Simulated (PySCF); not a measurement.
**TmH3(H2O) at several levels of theory**

Computed with PySCF 2.14.0 (density fitting, no spin-orbit coupling) at the geometry relaxed with PBE0:

```xyz
7
TmH3(H2O) (singlet in the valence; each metal's 4f electrons, 12 of them, lie in its core potential, out of spins and levels)
Tm    0.1181   -0.1284    0.1365
H     1.1485    1.3358    1.0200
H    -0.9745   -1.3352    1.2860
H     0.7850   -0.8171   -1.6285
O    -1.1799    1.2296   -1.2412
H    -1.3314    2.1813   -1.1676
H    -0.9427    1.0378   -2.1628
```

```json
{"level": "PBE0", "basis": "Tm lcecp-1-SVP with ECP58, H def2-SVP, O def2-SVP", "state": "singlet", "HOMO (eV)": "-6.38", "gap (eV)": "5.76", "charge on Tm1 (e)": "0.52", "population of f-type functions on Tm1 (polarisation alone where 4f lies in the core)": "0.02", "dipole about the centre of mass (D)": "5.22", "largest force component (eV/Å)": "0.01"}
{"level": "TPSS", "basis": "the same", "state": "singlet", "HOMO (eV)": "-5.37", "gap (eV)": "4.10", "charge on Tm1 (e)": "0.59", "population of f-type functions on Tm1 (polarisation alone where 4f lies in the core)": "0.02", "dipole about the centre of mass (D)": "5.22", "largest force component (eV/Å)": "0.48"}
{"level": "PBE0", "basis": "Tm lcecp-1-TZVP with ECP58, H def2-TZVP, O def2-TZVP", "state": "singlet", "HOMO (eV)": "-6.43", "gap (eV)": "5.56", "charge on Tm1 (e)": "0.73", "population of f-type functions on Tm1 (polarisation alone where 4f lies in the core)": "0.02", "dipole about the centre of mass (D)": "5.10", "largest force component (eV/Å)": "0.23"}
```

In the lcecp rows the 4f levels are missing from HOMO and gap, and the state counts the valence alone.

Charges are Mulliken's, which hang on the basis. The relaxation used the grid (50, 194), these runs (75, 302) or, all-electron (x2c bases, spin-free X2C Hamiltonian), (99, 590).

Problem. What does B3LYP with Tm lcecp-1-SVP with ECP58, H def2-SVP, O def2-SVP give here?

Solution. state singlet, HOMO (eV) -6.19, gap (eV) 5.21, charge on Tm1 (e) 0.45, population of f-type functions on Tm1 (polarisation alone where 4f lies in the core) 0.02, dipole about the centre of mass (D) 5.25, largest force component (eV/Å) 0.18. Time: 2.7 s on 2 threads of Arm Neoverse V2 (shared host), from an already converged density.

In the first row's basis the gap widens with exact exchange: 4.1 eV for TPSS (none); 5.2 to 5.8 eV for B3LYP, PBE0 (a fixed share).

A frequency check found unstable modes (1, the lowest at -40 cm⁻¹), so the relaxed geometry is a saddle point, or these are noise. An lcecp potential fixes the number of 4f electrons, so in runs with it no electron can move into or out of that shell.
